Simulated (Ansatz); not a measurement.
Pt3H4, relaxed as a singlet with RKS PBE0-D4/def2-TZVP in Ansatz, starting from the GFN2-xTB geometry. Force threshold 0.02 eV/Å.

In the def2 sets Pt takes a core potential; there is no spin–orbit coupling. The restricted singlet is unstable towards broken spin symmetry in Hartree–Fock (as tested in another run); at PBE0-D4/def2-TZVP this wasn't settled. Another isomer (singlet) lies 0.10 eV lower at PBE0-D4/def2-TZVP; other spin states weren't run for this one.

Start:

```
atom   x (Å)   y (Å)   z (Å)
 Pt1  -1.842   0.480  -0.146
 Pt2  -0.461  -1.444  -0.561
 Pt3   0.559   0.767   0.349
  H4   1.675  -0.238   0.180
  H5  -0.664  -2.854  -1.065
  H6  -1.019   1.729   0.414
  H7   1.752   1.560   0.828
```

| step | energy (eV) | largest force component (eV/Å) | SCF passes |
| --- | --- | --- | --- |
| 1 | -9805.5504 | 1.841 | 31 |
| 2 | -9806.5440 | 1.117 | 49 |
| 3 | -9806.9487 | 1.043 | 39 |
| 4 | -9807.1095 | 0.707 | 37 |
| 5 | -9807.2340 | 0.387 | 33 |
| 6 | -9807.3026 | 0.356 | 33 |
| 7 | -9807.3613 | 0.276 | 33 |
| 8 | -9807.3949 | 0.240 | 35 |
| 9 | -9807.4709 | 0.352 | 34 |
| 10 | -9807.5383 | 0.501 | 34 |
| 11 | -9807.5788 | 0.695 | 33 |
| 12 | -9807.6246 | 0.311 | 37 |
| 13 | -9807.6343 | 0.092 | 31 |
| 14 | -9807.6349 | 0.039 | 34 |
| 15 | -9807.6356 | 0.014 | 34 |

Force components are those of the run's own axes.

End:

```xyz
7

Pt   -1.9042    0.1519    0.0534
Pt   -0.0407   -1.4020   -0.3436
Pt    0.5747    0.9579    0.7789
H     1.2436    0.2312   -0.4149
H    -0.9497   -2.5062   -0.9409
H    -0.9886    1.3795   -0.2898
H     2.0648    1.1877    1.1569
```

By distances, no bond broke or formed. The bond that changes most is Pt3–H6, from 1.85 to 1.94 Å (atoms count from 1).

No frequencies were taken in this run, so the end may be a saddle point.

Hardware: 4 threads of Arm Neoverse V1 on a shared host. Wall time 43 s.
